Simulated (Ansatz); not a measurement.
Calculated with Ansatz (gas phase, PBE0-D4/def2-TZVP geometries, no zero-point term in ΔE). CCSD(T)/CBS adds triple-zeta CCSD(T) − MP2 to the extrapolated MP2 energy (def2 sets, frozen cores). This one scheme is used for every species. DFT in def2-TZVPP. Elements past krypton have def2 core potentials. For Sn outer-core shells are correlated without core-valence functions, which leaves a few kJ/mol of doubt a bond.

Consider the formal exchange of groups at the Sn–Cl bond: `[CH3][Sn]([Cl])([Cl])[Cl]` + CH₄ → `[CH3][Sn]([CH3])([Cl])[Cl]` + HCl.

`[CH3][Sn]([Cl])([Cl])[Cl]`:

Z-matrix (Å, degrees):
```
C
Sn 1 2.113
H 1 1.089 2 108.5
H 1 1.089 2 108.5 3 120.0
H 1 1.089 2 108.5 3 -120.0
Cl 2 2.309 1 112.0 3 179.0
Cl 2 2.309 1 112.1 3 -61.0
Cl 2 2.309 1 112.0 3 59.0
```

CH₄:

```xyz
5

C     0.000    0.000    0.000
H     0.972    0.235   -0.433
H     0.094   -0.075    1.083
H    -0.356   -0.949   -0.401
H    -0.709    0.789   -0.249
```

`[CH3][Sn]([CH3])([Cl])[Cl]`:

Z-matrix (Å, degrees):
```
C
Sn 1 2.120
H 1 1.090 2 109.6
H 1 1.090 2 109.6 3 120.8
H 1 1.089 2 108.3 3 -119.6
C 2 2.121 1 121.7 3 -60.4
Cl 2 2.334 1 107.1 3 63.0
Cl 2 2.334 1 107.1 3 176.1
H 6 1.090 2 109.6 1 -60.2
H 6 1.089 2 108.3 1 -179.8
H 6 1.090 2 109.6 1 60.6
```

HCl:

Cartesian coordinates in Å:
```
Cl 0.398 -0.396 0.306
H -0.398 0.396 -0.306
```

```
          level  ΔE (eV)
    LDA (SPW92)     0.96
      r2SCAN-D4     1.09
         B97M-V     1.16
        PBE0-D4     1.04
        r2SCANh     1.08
  CCSD/def2-SVP     1.09
  HF/def2-TZVPP     1.17
CCSD/def2-TZVPP     0.95
```

What does CCSD(T)/CBS give? (Estimate.)

The calculation gave: +0.99 eV. The listed levels differ from it by -0.03, 0.10, 0.17, 0.05, 0.09, 0.10, 0.18, -0.04 eV.

What do rigid-rotor, harmonic-oscillator terms from PBE0-D4/def2-TZVP frequencies (298.15 K, 1 bar) make of the CCSD(T)/CBS value? (Estimate.)

Ansatz gave: ΔZPE = -0.08 eV, ΔH = +0.92 eV, ΔS = 16 J/(mol·K), ΔG = +0.87 eV.

Largest T1 diagnostic among the species: 0.010.

In def2-TZVPP, CCSD(T) changes the Hartree–Fock value by −0.22 eV (the triples alone add −0.01 eV) and MP2 by −0.21 eV. Leaving LDA and LC-ωPBE aside and taking each functional with its dispersion term where it has one, the values, not all of them listed here, spread over 0.14 eV, from PBE-QIDH to B97M-V. LDA lies −0.08 eV from PBE without D4.
